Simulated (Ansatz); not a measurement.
Molecule (SMILES): [GaH] (GaH) (closed-shell singlet).
Atoms: Ga1, H2. Bonds: Ga1-H2.

Basis-set convergence of the highest harmonic wavenumber at MP2 with Ansatz (a program for electronic structure). Each level at its own minimum, finite differences of forces, unscaled; the reference is a large set that could be run, not a limit. All functions are spherical. Cores are frozen (with 3d on Ga to Br). No added dispersion term, no relativity. Reference: the value in def2-QZVPPD, 1651 cm⁻¹, itself unsure by roughly 2 cm⁻¹ (its mean distance from pcseg-3, def2-QZVPP, cc-pVQZ). Deviations are taken from unrounded values.

```csv
basis,functions,highest harmonic wavenumber (cm⁻¹),minus reference (cm⁻¹)
pcseg-0,24,1431,-220
pcseg-1,32,1674,23
aug-cc-pVDZ,45,1613,-37
aug-pcseg-1,45,1655,5
pcseg-2,57,1645,-5
aug-cc-pVTZ,82,1631,-20
aug-pcseg-2,82,1646,-5
pcseg-3,101,1648,-3
```

The smallest set listed that lies within 10 cm⁻¹ of the reference with all its larger relatives (same family, alike in diffuse functions; a set with none counts only in the reference's own line) is aug-pcseg-1 (45 functions, 5 cm⁻¹ off).
